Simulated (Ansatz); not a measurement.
CrN₄F₂H₁₂ (relaxed from a model of trans-CrF2(NH3)4, whose bonding it doesn't keep). Total charge 0; triplet. Geometry PBE-D4/def2-SVP; atoms count from 1.

```xyz
19

Cr   -0.039   -0.006   -0.061
F    -1.779    0.217    0.516
F     1.710   -0.212   -0.615
N    -0.147   -1.978    0.643
H    -1.091   -2.353    0.481
H    -0.002   -1.994    1.663
H     0.592   -2.592    0.195
N     0.065    1.967   -0.760
H     1.038    2.296   -0.703
H    -0.592    2.596   -0.216
H    -0.204    2.013   -1.753
N    -2.031    2.976    0.863
H    -1.901    3.246    1.847
H    -2.173    1.942    0.856
H    -2.916    3.407    0.566
N     2.133   -2.966   -0.726
H     2.116   -3.322   -1.691
H     3.009   -3.311   -0.312
H     2.212   -1.927   -0.792
```

The charge 0 triplet is spin-contaminated (final ⟨S²⟩ up to 2.93, 2.00 for a pure state). In the triplet geometry the species has come apart into loosely held pieces. The name describes the quintet; other states may take another shape. At PBE0-D4/def2-TZVP a quintet of charge 0 lies 1.27 eV below the triplet, each at its own geometry.

Question: Estimate the Mulliken populations from the PBE0/def2-TZVP orbitals of Ansatz.

Answer: 
```json
{"atom": "Cr1", "charge (e)": "0.80", "spin (α − β)": "2.04", "d electrons": "4.53"}
{"atom": "F2", "charge (e)": "-0.62", "spin (α − β)": "0.02", "d electrons": "–"}
{"atom": "F3", "charge (e)": "-0.62", "spin (α − β)": "0.02", "d electrons": "–"}
{"atom": "N4", "charge (e)": "-0.65", "spin (α − β)": "-0.05", "d electrons": "–"}
{"atom": "H5", "charge (e)": "0.27", "spin (α − β)": "0.00", "d electrons": "–"}
{"atom": "H6", "charge (e)": "0.26", "spin (α − β)": "0.00", "d electrons": "–"}
{"atom": "H7", "charge (e)": "0.32", "spin (α − β)": "0.00", "d electrons": "–"}
{"atom": "N8", "charge (e)": "-0.65", "spin (α − β)": "-0.05", "d electrons": "–"}
{"atom": "H9", "charge (e)": "0.28", "spin (α − β)": "0.00", "d electrons": "–"}
{"atom": "H10", "charge (e)": "0.32", "spin (α − β)": "0.00", "d electrons": "–"}
{"atom": "H11", "charge (e)": "0.26", "spin (α − β)": "0.00", "d electrons": "–"}
{"atom": "N12", "charge (e)": "-0.76", "spin (α − β)": "0.00", "d electrons": "–"}
{"atom": "H13", "charge (e)": "0.24", "spin (α − β)": "0.00", "d electrons": "–"}
{"atom": "H14", "charge (e)": "0.31", "spin (α − β)": "0.00", "d electrons": "–"}
{"atom": "H15", "charge (e)": "0.24", "spin (α − β)": "0.00", "d electrons": "–"}
{"atom": "N16", "charge (e)": "-0.76", "spin (α − β)": "0.00", "d electrons": "–"}
{"atom": "H17", "charge (e)": "0.24", "spin (α − β)": "0.00", "d electrons": "–"}
{"atom": "H18", "charge (e)": "0.24", "spin (α − β)": "0.00", "d electrons": "–"}
{"atom": "H19", "charge (e)": "0.31", "spin (α − β)": "0.00", "d electrons": "–"}
```
Mulliken values depend strongly on the basis.

Question: Where does the spin sit?

Answer: Summed by element: Cr 2.04, F 0.03, N -0.09, H 0.02, of 2 unpaired in all. Largest on single atoms: Cr1 2.04, N8 -0.05, N4 -0.05.

Question: And the Mayer bond orders between heavy atoms (over 0.3)?

Answer: Cr1–F2 0.59 (1.85 Å); Cr1–F3 0.59 (1.85 Å); Cr1–N4 0.41 (2.10 Å); Cr1–N8 0.41 (2.10 Å).
